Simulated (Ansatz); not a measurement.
An input meant for the cluster ZnTe₂⁻ (charge -1, doublet; atoms displaced at random, 0.03 Å in each coordinate).

```yaml
crystal:
  periodic: [false, false, false]
  atoms:
    - {symbol: Zn, position_ang: [-0.052558, -0.027881, 0.004801]}
    - {symbol: Te, position_ang: [2.183635, -1.030394, -0.357822]}
    - {symbol: Te, position_ang: [-2.121794, 0.943347, 0.345577]}
basis:
  gaussian: {orbitals: def2-TZVPP, nuclear_model: gaussian}
total_charge: -1
magnetization: {spin_polarized: true, initial_magnetization: 7}
hamiltonian: {xc: {name: SVWN5}}
scf: {omitted_lower_state_checks: [starts]}
output: {forces: true}
```

```sh
$ ansatz run in.yaml --threads 4 --pin off --events-out ev --progress --plain --max-ram 3916MiB
```

Shortened log:

```
Functional definition: SVWN5
1271 factors; their error is unknown
mean field evaluation 1: about -62895.6730 eV, gradient 5.2e1 eV
mean field evaluation 2: about -62880.4161 eV, gradient 1.2e2 eV
mean field evaluation 4: about -62899.9347 eV, gradient 5.5e0 eV
mean field evaluation 8: about -62899.7742 eV, gradient 5.1e-1 eV
mean field evaluation 16: about -62899.7744 eV, gradient 4.0e-5 eV
mean field -62899.77437286 eV, -2311.5240732041 hartree, gradient 1.8e-5 eV, S^2 15.753236; 0 other end points of the search recorded, 0 dependent functions left out
reference -62899.77439841 eV, -2311.5240741430 hartree; 43, 36 occupied and 121, 128 virtual orbitals, 1271 factors
Total energy: -62899.77439841 eV, -2311.5240741430 hartree
Atom 0 at    -0.052558    -0.027881     0.004801 Å, force     1.678738    -0.827049    -0.281158 eV/Å
Atom 1 at     2.183635    -1.030394    -0.357822 Å, force     2.068376    -0.929412    -0.335666 eV/Å
Atom 2 at    -2.121794     0.943347     0.345577 Å, force    -3.747114     1.756461     0.616824 eV/Å
Dipole moment:    -0.019538     0.026853     0.005339 e Å
Checks for a lower state left out: starts
```

In this input the spin is set far too high (7 unpaired electrons typed, 1 in the doublet as meant). The calculation finished and met its thresholds. The result belongs to that input, not to the species as meant.

In the def2 sets Te takes a core potential; there is no spin–orbit coupling. The highest occupied level of an anion often lies above zero with these methods, and sets without diffuse functions describe the outer electron poorly.
